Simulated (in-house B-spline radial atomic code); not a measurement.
A fraction x of an electron is removed from 3d in Zn5+, starting from [Ar] 3d7 and keeping the highest spin. Level of theory: non-relativistic BHandHLYP, spin-polarised, spherical fractional occupations, point nucleus; calculated with a radial B-spline atomic code at the basis-set limit.

Caution: exact exchange at fractional occupations of open shells leaves self-interaction of up to several eV.

```
   x  E(x) - E(0) (eV)  3d down level (eV)
   0            0.0000             -94.715
0.02            1.8987             -95.154
0.21           20.3767             -99.361
0.37           36.5609            -102.947
 0.4           39.6594            -103.624
 0.5           50.1351            -105.891
0.58           58.6792            -107.715
0.74           76.2073            -111.393
0.87           90.8842            -114.410
0.93           97.7908            -115.811
   1          105.9550            -117.452
```

The exact functional would give a straight line between the two integer points. Deviations E(x) - E(0) - x[E(1) - E(0)], in eV: -0.22 at x = 0.02, -1.874 at x = 0.21, -2.642 at x = 0.37, -2.723 at x = 0.4, -2.842 at x = 0.5, -2.775 at x = 0.58, -2.199 at x = 0.74, -1.297 at x = 0.87, -0.747 at x = 0.93.

The curve lies below the straight line by up to 2.842 eV (at x = 0.5): convex, the delocalisation error, to which spherically averaged exact exchange adds.

(1) How well does Slater's transition state (minus the level at half occupation) give the ionisation energy?

## Answers

(1) It gives 105.891 eV against 105.955 eV from the two total energies; NIST lists 108.00 eV, ground level to ground level. The end point has an open shell averaged over its orbitals, so its exact exchange keeps a self-interaction and this is no true integer point.
